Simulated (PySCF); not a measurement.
Some computed properties have been withheld. Give your best values.

Compound: C7H13OP.
SMILES: `CCP(=O)(CC)C#CC`

Conformer (atom-mapped SMILES and torsion angles): `[CH3:1][C:2]#[C:3][P:4](=[O:5])([CH2:6][CH3:7])[CH2:8][CH3:9]`: C3–P4–C6–C7 51°, C3–P4–C8–C9 72°.

```csv
property,level,value
point group of the GFN2-xTB geometry,GFN2-xTB,?
"rotational constants A, B, C of the GFN2-xTB geometry",GFN2-xTB,"1.436, 1.001, 0.782 GHz"
dipole moment,PBE0/pcSseg-1,?
HOMO energy,PBE0/pcSseg-1,?
LUMO energy,PBE0/pcSseg-1,0.16 eV
13C chemical shifts (computed TMS as zero) by class,GIAO PBE0/pcSseg-1,?
1H chemical shifts (computed TMS as zero) by class,GIAO PBE0/pcSseg-1,?
"isotropic shieldings of nuclei other than C and H, by class",GIAO PBE0/pcSseg-1,"234 (1 O), 318 (1 P) ppm"
```

The electronic properties come from PySCF, for the isolated species, density fitting. NMR classes are plain means over equivalent atoms (diastereotopic ones count apart unless rotation or inversion swaps them), as if these changed places fast; in this geometry the members of some classes differ.

Problem. What are the 13C chemical shifts (computed TMS as zero) by class?

Solution. 107.7 (1 C), 81.4 (1 C), 30.3 (2 C), 8.3 (2 C), 5.3 (1 C) ppm.

Problem. Give the point group of the GFN2-xTB geometry.

Solution. C1.

Problem. What is the HOMO energy?

Solution. -7.37 eV.

Problem. Give the 1H chemical shifts (computed TMS as zero) by class.

Solution. 2.13 (3 H), 1.68 (2 H), 1.60 (2 H), 1.23 (6 H) ppm.

Problem. What is the dipole moment?

Solution. 4.66 D.

The rotational constants make it an asymmetric top with κ = (2B − A − C)/(A − C) = -0.33, nearer the prolate limit (−1). With B = h/(8π²I), that is 505.379 GHz u Å² over I, the principal moments of inertia are 351.8, 505.0 and 646.0 u Å² (most abundant isotopes); the inertial defect Ic − Ia − Ib is -210.8 u Å² (zero for a rigid planar frame, negative otherwise). In atomic units the dipole is 1.84 e·bohr (1 au = 2.5417 D). A dipole of 4.66 D is allowed in C1, and pure rotational transitions are dipole-allowed.

One conformer stands for the species.
